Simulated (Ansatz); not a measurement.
BH9Si2Sn (`[BH2][SnH2][SiH2][SiH3]`). Total charge 0; spin multiplicity 1. Sn: def2 effective core potential.

Z-matrix (Å, degrees):
```
Sn
Si 1 2.578
B 1 2.234 2 106.7
H 1 1.711 2 107.1 3 -121.3
H 1 1.710 2 108.3 3 122.9
Si 2 2.335 1 109.5 3 52.6
H 2 1.490 1 109.1 3 -67.1
H 2 1.489 1 110.0 3 174.4
H 3 1.194 1 120.4 2 -86.5
H 3 1.194 1 120.9 2 89.6
H 6 1.488 2 109.9 1 59.4
H 6 1.489 2 108.8 1 -59.0
H 6 1.488 2 112.3 1 -179.3
```

List the harmonic frequencies (cm⁻¹, unscaled) at PBE0-D4/def2-TZVP in Ansatz. (Best estimate.)

Ansatz gave: 23, 64, 87, 105, 121, 283, 302, 330, 421, 434, 449, 503, 527, 559, 660, 671, 687, 720, 872, 877, 917, 938, 939, 1151, 1920, 1921, 2200, 2209, 2212, 2222, 2226, 2594, 2693.

Is this a minimum?

Yes, all 33 modes are real.

Give the ideal-gas thermochemistry at 298.15 K and 1 bar (rigid rotor, harmonic oscillator; point group C1, symmetry number 1).

Zero-point energy 196.4 kJ/mol; H(298) − E = 225.6 kJ/mol; entropy 427.1 J/(mol·K), of which translation 174.6, rotation 121.2, vibration 131.3; G(298) − E = 98.2 kJ/mol. Modes under 100 cm⁻¹ are hindered rotations or soft bends, so the harmonic entropy is rough.
